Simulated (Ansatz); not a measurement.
Reaction (redistribution): `[SiH3][O][Sn][O][SiH3]` + `B[SiH]([SiH3])Cl` → `[SiH3][O][Sn][Cl]` + `B[SiH]([SiH3])O[SiH3]`

Calculated with Ansatz (gas phase, PBE0-D4/def2-TZVP geometries, no zero-point term in ΔE). CCSD(T)/CBS is the MP2 limit (def2-TZVPP, def2-QZVPP) plus CCSD(T) − MP2 in def2-TZVPP, frozen cores. DFT in def2-TZVPP. B3LYP here is the variant with VWN-RPA as its local correlation; programs differ in this. Elements past krypton have def2 core potentials. For Sn outer-core shells are correlated without core-valence functions, which leaves a few kJ/mol of doubt a bond. Each species was taken in one conformer, which may not be the lowest.

```
             level  ΔE (kcal/mol)  difference from CCSD(T)/CBS
            PBE-D4          -11.0                          0.1
         r2SCAN-D4          -12.1                         -1.0
           PBE0-D4          -11.9                         -0.8
          B3LYP-D4          -12.7                         -1.6
           ωB97X-V          -11.5                         -0.4
           ωB97M-V          -11.7                         -0.6
            B2PLYP          -12.3                         -1.2
               PBE          -11.4                         -0.3
            r2SCAN          -12.2                         -1.1
              PBE0          -12.2                         -1.1
             B3LYP          -13.3                         -2.2
     HF/def2-TZVPP          -15.3                         -4.2
    MP2/def2-TZVPP          -10.8                          0.3
SCS-MP2/def2-TZVPP          -11.3                         -0.2
   CCSD/def2-TZVPP          -11.9                         -0.8
CCSD(T)/def2-TZVPP          -11.3                         -0.2
     HF/def2-QZVPP          -15.4                         -4.3
    MP2/def2-QZVPP          -10.7                          0.4
SCS-MP2/def2-QZVPP          -11.3                         -0.2
      HF/CBS(def2)          -15.4                         -4.3
     MP2/CBS(def2)          -10.6                          0.5
    CCSD/CBS(def2)          -11.7                         -0.6
       CCSD(T)/CBS          -11.1                            0
```

Largest T1 diagnostic among the species: 0.016.

In def2-TZVPP, CCSD(T) changes the Hartree–Fock value by +4.0 kcal/mol (the triples alone add +0.6 kcal/mol) and MP2 by +4.5 kcal/mol. From PBE to PBE0 (25 % exact exchange), in def2-TZVPP and without D4, ΔE moves by −0.8 kcal/mol.
